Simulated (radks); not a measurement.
The nuclear charge of the cobalt ion Co+ is varied continuously with 26 electrons held in [Ar] 3d8. All-electron calculation, Dirac Kohn-Sham, BLYP, spin-unpolarised, spherical densities, finite nucleus; open shells are shared between the two j in proportion to 2j + 1; Fermi nuclear charge, rms radius 3.7875 fm. Program: a radial shooting solver on a logarithmic mesh with Libxc functionals. By the Hellmann-Feynman theorem dE/dZ = E(electron-nucleus)/Z, the electronic potential at the nucleus (averaged over a nucleus of fixed radius).

Z     E (hartree)  E(electron-nucleus)/Z (hartree)   HOMO  e(HOMO) (eV)  <r> HOMO (bohr)
26.5  -1332.24428                         -120.498  3d5/2        -6.137            1.278
26.6  -1344.32512                         -121.118  3d5/2        -7.238            1.248
26.7  -1356.46793                         -121.738  3d5/2        -8.400            1.220
26.8  -1368.67265                         -122.356  3d5/2        -9.620            1.194
26.9  -1380.93920                         -122.974  3d5/2       -10.896            1.170
27    -1393.26749                         -123.591  3d5/2       -12.227            1.147
27.1  -1405.65747                         -124.208  3d5/2       -13.612            1.125
27.2  -1418.10907                         -124.824  3d5/2       -15.049            1.105
27.3  -1430.62224                         -125.439  3d5/2       -16.537            1.086
27.4  -1443.19694                         -126.054  3d5/2       -18.075            1.068
27.5  -1455.83310                         -126.669  3d5/2       -19.661            1.050
27.6  -1468.53069                         -127.283  3d5/2       -21.296            1.034
27.7  -1481.28968                         -127.897  3d5/2       -22.977            1.018
27.8  -1494.11002                         -128.510  3d5/2       -24.704            1.003
27.9  -1506.99168                         -129.123  3d5/2       -26.476           0.9881
28    -1519.93464                         -129.736  3d5/2       -28.292           0.9742

The central difference of E at Z = 27 is -123.591 hartree, to compare with the third column; the second derivative is -6.17 hartree.
